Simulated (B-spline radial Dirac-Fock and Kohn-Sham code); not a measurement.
**Subshell cross sections of S²⁻, photon energy Cu Kα (8047.8 eV)**

System: sulfur as S²⁻, configuration 1s2 2s2 2p6 3s2 3p6, inside a Watson sphere of charge +2 and radius 1.564 Å (a model of the Madelung potential; inside it an electron's potential energy is lowered by 18.4 eV).

Input file task.json (cfg lists n, l and occupation; rrms is the nuclear radius in fm):

```json
{"items": [{
  "Z": 16,
  "q": -2,
  "cfg": [[1, 0, 2], [2, 0, 2], [2, 1, 6], [3, 0, 2], [3, 1, 6]],
  "A": 32,
  "rrms": 3.2611,
  "watson": [2, 1.564],
  "do": ["binding", "quiet", "photo"],
  "hv": [45.8, 132.0, 1486.9, 2000, 5240.0, 5414.7, 5590.0, 7910.0, 7940.0, 8047.8, 17479.3, 30000, 40000, 80000, 97100.0, 139000.0]
}]}
```

Launch: `python xray_run.py task.json out`

Model: a relativistic central-field model (Hartree-Slater potential of the initial state, Latter tail, multipole expansion of the photon field, Dirac-Fock thresholds). Program: a radial atomic solver. The asymmetry parameter β is from the dipole term alone. Kinetic energies are from the vacuum level.

| subshell | electrons | binding (eV) | kinetic (eV) | σ (kb) | β |
| --- | --- | --- | --- | --- | --- |
| 1s | 2 | 2474.5 | 5573.3 | ? | ? |
| 2s | 2 | 232.5 | 7815.3 | 0.301 | 2.00 |
| 2p1/2 | 2 | 168.0 | 7879.8 | 0.0237 | 0.43 |
| 2p3/2 | 4 | 166.8 | 7881.0 | 0.0454 | 0.40 |
| 3s | 2 | 22.08 | 8025.7 | 0.0267 | 2.00 |
| 3p1/2 | 2 | 9.29 | 8038.5 | 0.00141 | 0.41 |
| 3p3/2 | 4 | 9.22 | 8038.6 | 0.00269 | 0.38 |

Q: What are σ and β for 1s?

A: σ = 4.55 kb, the largest of all subshells and 92 % of the total, and β = 2.00.

Values without a named source are computed, but for edge energies of neutral atoms, which are taken from tables.
